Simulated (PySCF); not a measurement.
Compound: C7H11OP.
SMILES with atom numbers: `[CH2:1]=[CH:2]/[C:3]([O:4][CH3:5])=[P:6]\[CH:7]1[CH2:8][CH2:9]1` (hydrogens: H10, H11 on C1; H12 on C2; H13, H14, H15 on C5; H16 on C7; H17, H18 on C8; H19, H20 on C9)

The same species was optimised twice, with GFN2-xTB and with PBE0-D3(BJ)/def2-SVP (PySCF), and the same property calculations (PySCF, gas phase) were run on both structures.

```tsv
coordinate	GFN2-xTB	PBE0-D3(BJ)/def2-SVP	change
C3–O4 (Å)	1.357	1.340	-0.017
C2–C3 (Å)	1.446	1.459	+0.013
C3=P6 (Å)	1.712	1.721	+0.009
C1=C2 (Å)	1.332	1.341	+0.009
C7–C9 (Å)	1.504	1.509	+0.005
C7–C8 (Å)	1.502	1.506	+0.004
O4–C5 (Å)	1.400	1.403	+0.003
P6–C7 (Å)	1.842	1.840	-0.002
C8–C9 (Å)	1.493	1.494	+0.001
C3–O4–C5 (°)	116.8	118.6	+1.8
P6–C7–C9 (°)	120.5	121.9	+1.4
C2–C3–O4 (°)	113.7	112.4	-1.3
O4–C3–P6 (°)	120.4	121.5	+1.1
C3–P6–C7 (°)	102.3	102.0	-0.3
C2–C3–P6 (°)	125.8	126.1	+0.3
P6–C7–C8 (°)	117.1	117.3	+0.2
C1–C2–C3 (°)	123.6	123.8	+0.2
C1–C2–C3–O4 (°)	2	2	0
C2–C3–O4–C5 (°)	179	180	+1
C3–P6–C7–C8 (°)	-156	-152	+4
```

Rotational constants: A = 2202, B = 935.5, C = 688.5 MHz (GFN2-xTB) against A = 2189, B = 932.5, C = 686.1 MHz (PBE0-D3(BJ)/def2-SVP). Point groups within 0.08 Å: C1 and C1.

On the GFN2-xTB structure: HOMO (eV) -6.06 [PBE0/pcSseg-1]; LUMO (eV) -1.66 [PBE0/pcSseg-1]; dipole (D) 0.59 [PBE0/pcSseg-1]; GIAO shielding of C1 (ppm) 67.0 [PBE0/pcSseg-1]; GIAO shielding of C2 (ppm) 49.5 [PBE0/pcSseg-1]; GIAO shielding of C3 (ppm) -37.5 [PBE0/pcSseg-1]; GIAO shielding of O4 (ppm) 160.8 [PBE0/pcSseg-1]; GIAO shielding of C5 (ppm) 127.3 [PBE0/pcSseg-1]; GIAO shielding of P6 (ppm) 148.5 [PBE0/pcSseg-1]; GIAO shielding of C7 (ppm) 178.1 [PBE0/pcSseg-1]; GIAO shielding of C8/C9 (mean) (ppm) 177.9 [PBE0/pcSseg-1].

Question: What do these properties become on the PBE0-D3(BJ)/def2-SVP structure?

Answer: 
```tsv
property	level	on GFN2-xTB	on PBE0-D3(BJ)/def2-SVP	change
HOMO (eV)	PBE0/pcSseg-1	-6.06	-6.03	+0.03
LUMO (eV)	PBE0/pcSseg-1	-1.66	-1.66	0.00
dipole (D)	PBE0/pcSseg-1	0.59	0.64	+0.05
energy, GFN2-xTB geometry as zero (kcal/mol)	PBE0/pcSseg-1	0.0	-0.6	-0.6
GIAO shielding of C1 (ppm)	PBE0/pcSseg-1	67.0	64.3	-2.7
GIAO shielding of C2 (ppm)	PBE0/pcSseg-1	49.5	46.5	-3.0
GIAO shielding of C3 (ppm)	PBE0/pcSseg-1	-37.5	-37.7	-0.2
GIAO shielding of O4 (ppm)	PBE0/pcSseg-1	160.8	158.5	-2.3
GIAO shielding of C5 (ppm)	PBE0/pcSseg-1	127.3	126.6	-0.7
GIAO shielding of P6 (ppm)	PBE0/pcSseg-1	148.5	156.7	+8.2
GIAO shielding of C7 (ppm)	PBE0/pcSseg-1	178.1	177.9	-0.2
GIAO shielding of C8/C9 (mean) (ppm)	PBE0/pcSseg-1	177.9	175.1	-2.8
```

The heavy atoms differ by 0.038 Å rms after alignment. Among bonds between heavy atoms C3–O4 changes most (-0.017 Å). Changes are differences of the printed values. Neither structure is proved a minimum here.

Shape of the structure used: `[CH2:1]=[CH:2]/[C:3]([O:4][CH3:5])=[P:6]\[CH:7]1[CH2:8][CH2:9]1`: C1–C2–C3–O4 2°, C2–C3–O4–C5 180°, C3–P6–C7–C8 -152°.
